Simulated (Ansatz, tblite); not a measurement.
Cost and result up the ladder for `Cc1csc(-c2sc(-c3sccc3C)cc2C)c1` (32 atoms). Charge 0, multiplicity 1. Geometry: PBE-D4/def2-SVP.

```
atom    x (Å)    y (Å)    z (Å)
  C1  -0.4334  -5.3954  -0.3580
  C2   0.2576  -4.2378   0.3069
  C3   1.2508  -4.3606   1.2664
  S4   1.8259  -2.8292   1.8266
  C5   0.7285  -1.9568   0.7645
  C6   0.6766  -0.5130   0.7134
  S7  -0.4393   0.2390  -0.4096
  C8   0.0374   1.8568   0.0689
  C9  -0.5522   3.0445  -0.5060
 S10  -0.1109   4.6081   0.1619
 C11  -1.1215   5.4468  -0.9599
 C12  -1.7722   4.5714  -1.8052
 C13  -1.4630   3.1962  -1.5634
 C14  -2.0539   2.0680  -2.3602
 C15   1.0195   1.7783   1.0561
 C16   1.3917   0.4600   1.4306
 C17   2.4341   0.1674   2.4714
 C18  -0.0303  -2.8675   0.0289
 H19  -1.5247  -5.3856  -0.1514
 H20  -0.3133  -5.3563  -1.4613
 H21  -0.0313  -6.3655  -0.0072
 H22   1.6762  -5.2844   1.6781
 H23  -1.1795   6.5415  -0.9313
 H24  -2.4640   4.8986  -2.5944
 H25  -2.6893   2.4576  -3.1788
 H26  -2.6847   1.4026  -1.7326
 H27  -1.2699   1.4262  -2.8155
 H28   1.4741   2.6733   1.5051
 H29   2.8420   1.1063   2.8922
 H30   3.2832  -0.4141   2.0536
 H31   2.0226  -0.4310   3.3117
 H32  -0.7870  -2.5455  -0.7016
```

Ansatz on 2 threads of AMD EPYC 7R13 on a shared host and a share (18 GiB) of an NVIDIA H100 80GB HBM3; xTB runs through tblite on one thread. Times are rough, summed over both states, and most runs start from the orbitals of an earlier one. PBE0-D4/def2-TZVP serves as the yardstick here, not as an exact answer. The other state is a triplet.

The xTB rows come from tblite. Single mean-field runs in def2-TZVP are fitted with def2-universal-jkfit.

xTB has no spin-polarisation term.

```
            level  functions  wall time  vertical triplet (eV)  difference from PBE0-D4/def2-TZVP (eV)
         GFN2-xTB        101      0.1 s                   2.01                                   -0.02
         GFN1-xTB        115     0.11 s                   2.05                                    0.02
 PBE-D4/def2-TZVP        660       17 s                   1.95                                   -0.08
PBE0-D4/def2-TZVP        660       23 s                   2.03                                    0.00
```
